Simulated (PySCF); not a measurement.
Si(OH)3(nBu), SMILES CCCC[Si](O)(O)O, GFN2-xTB optimised geometry.

```
20

C     -4.00    -2.03     2.88
C     -2.47    -2.02     2.83
C     -1.95    -1.31     1.58
C     -0.42    -1.30     1.51
Si     0.26    -0.37     0.00
O     -0.24    -1.05    -1.39
O     -0.24     1.18     0.00
O      1.89    -0.37     0.00
H     -4.35    -2.53     3.78
H     -4.40    -2.55     2.01
H     -4.38    -1.01     2.88
H     -2.08    -1.51     3.71
H     -2.10    -3.04     2.84
H     -2.35    -1.81     0.69
H     -2.32    -0.28     1.56
H     -0.04    -0.86     2.43
H     -0.07    -2.34     1.51
H     -1.11    -0.85    -1.71
H      0.21     1.81     0.55
H      2.35    -1.12    -0.35
```

Density from B3LYP/def2-SVP in PySCF at that geometry.

Minimum of the electron density along straight lines between bonded atoms, close to the bond critical point (lines longer than 1.1 times the sum of covalent radii, or with two minima, are not listed):

```
bond    length / Å  ρ at the minimum / e bohr⁻³  ∇²ρ there / e bohr⁻⁵  position (fraction from the first atom)
------  ----------  ---------------------------  --------------------  ---------------------------------------
C1–C2        1.524                        0.246                 -0.57                                     0.50
C2–C3        1.527                        0.246                 -0.57                                     0.50
C3–C4        1.528                        0.241                 -0.54                                     0.50
C4–Si5       1.904                          ___                   ___                                     0.62
Si5–O6       1.628                        0.130                  1.08                                     0.41
Si5–O7       1.629                        0.130                  1.08                                     0.41
Si5–O8       1.629                        0.130                  1.08                                     0.41
C1–H9        1.088                        0.277                 -1.01                                     0.62
C1–H10       1.088                        0.277                 -1.01                                     0.62
C1–H11       1.088                        0.277                 -1.01                                     0.62
C2–H12       1.093                        0.276                 -1.00                                     0.62
C2–H13       1.093                        0.276                 -1.00                                     0.62
C3–H14       1.092                        0.276                 -0.99                                     0.62
C3–H15       1.092                        0.277                 -1.00                                     0.62
C4–H16       1.092                        0.271                 -0.95                                     0.62
C4–H17       1.091                        0.271                 -0.95                                     0.62
O6–H18       0.952                        0.356                 -2.44                                     0.82
O7–H19       0.952                        0.356                 -2.44                                     0.82
O8–H20       0.952                        0.356                 -2.44                                     0.82
```

Q: What belongs in the gaps?

A: 
- C4–Si5, ρ at the minimum / e bohr⁻³: 0.116
- C4–Si5, ∇²ρ there / e bohr⁻⁵: 0.30
